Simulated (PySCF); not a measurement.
A side-by-side comparison of computed properties.

First species: C₆H₁₀Si.
Numbering: `[CH:1]#[C:2][Si:3]1([CH3:4])[CH2:5][CH2:6][CH2:7]1` (hydrogens: H8 on C1; H9, H10, H11 on C4; H12, H13 on C5; H14, H15 on C6; H16, H17 on C7)

Structure used (GFN2-xTB), in Å, numbered top down from 1:
```xyz
17
C6H10Si angstrom
C      3.0146   -0.0299   -1.0110
C      1.9263    0.1393   -0.5283
Si     0.2466    0.4056    0.2132
C      0.0968    2.1964    0.8251
C     -1.1796   -0.3854   -0.7928
C     -1.2544   -1.5627    0.2004
C     -0.3442   -1.0365    1.3283
H      3.9670   -0.1792   -1.4332
H      0.2368    2.8935    0.0055
H     -0.8744    2.3899    1.2694
H      0.8553    2.4102    1.5711
H     -2.0987    0.1973   -0.8046
H     -0.9758   -0.6908   -1.8158
H     -2.2679   -1.7850    0.5323
H     -0.8377   -2.4664   -0.2415
H     -0.9138   -0.7259    2.2022
H      0.3962   -1.7584    1.6632
```

Second species: C7H5F2N.
Structure used (GFN2-xTB), in Å, numbered top down from 1:
```xyz
15
C7H5F2N angstrom
C      0.467    3.023   -0.702
C      0.919    1.947   -0.441
C      1.415    0.621   -0.112
N      0.325   -0.314    0.064
C     -0.406   -0.885   -0.941
C     -1.380   -1.644   -0.354
F     -2.296   -2.375   -1.004
C     -1.268   -1.548    1.047
C     -0.208   -0.709    1.243
F      0.340   -0.284    2.386
H      0.092    3.976   -0.930
H      1.987    0.669    0.821
H      2.069    0.263   -0.915
H     -0.185   -0.710   -1.973
H     -1.875   -2.022    1.788
```

Levels: B3LYP/def2-SVPD for dipole moment, HOMO energy, LUMO energy, HOMO–LUMO gap, static isotropic polarisability and electronic spatial extent ⟨r²⟩ about the centre of nuclear charge; TDDFT B3LYP/def2-SVPD for lowest singlet excitation; TDA B3LYP/def2-SVPD for lowest triplet excitation (Tamm–Dancoff); GFN2-xTB for rotational constant A and rotational constant C. Geometries: GFN2-xTB. Each structure is a single optimised conformer of the isolated species, non-relativistic unless stated; the electronic structure was computed with PySCF and density fitting.

The conformers computed, where there is a choice (atom-mapped SMILES and torsion angles):
- `[CH:1]#[C:2][CH2:3][n:4]1[cH:5][c:6]([F:7])[cH:8][c:9]1[F:10]`: C2–C3–N4–C5 76°

```tsv
property	column X	column Y
dipole moment	2.62 D	0.46 D
HOMO energy	-6.17 eV	-7.32 eV
LUMO energy	-0.08 eV	-0.25 eV
HOMO–LUMO gap	6.09 eV	7.07 eV
lowest singlet excitation	5.35 eV	5.91 eV
lowest triplet excitation (Tamm–Dancoff)	4.27 eV	5.00 eV
static isotropic polarisability	84.7 au	94.2 au
electronic spatial extent ⟨r²⟩ about the centre of nuclear charge	1478 bohr²	1017 bohr²
rotational constant A	2.120 GHz	2.818 GHz
rotational constant C	0.734 GHz	1.343 GHz
```

(1) Which column belongs to which species?

(2) How does each property change from the first species to the second?

## Answers

(1) Column X is the second species and column Y the first. The first has 17 atoms and 60 electrons, the second 15 and 72.

(2) dipole moment +2.16 D; HOMO energy +1.15 eV; LUMO energy +0.17 eV; HOMO–LUMO gap -0.98 eV; lowest singlet excitation -0.56 eV; lowest triplet excitation (Tamm–Dancoff) -0.73 eV; static isotropic polarisability -9.5 au; electronic spatial extent ⟨r²⟩ about the centre of nuclear charge +461 bohr²; rotational constant A -0.698 GHz; rotational constant C -0.609 GHz.

On the first: The polarisability is 13.96 Å³ as a volume (1 au = 0.148185 Å³), or 1.57 au for each of the 60 electrons. No computed singlet falls in the visible range (750 to 380 nm, 1.65 to 3.26 eV); S1 lies 2.65 eV above its blue end.

On the second: In wavenumbers S1 is 43200 cm⁻¹ (1 eV = 8065.54 cm⁻¹). The polarisability is 12.55 Å³ as a volume (1 au = 0.148185 Å³), or 1.18 au for each of the 72 electrons.
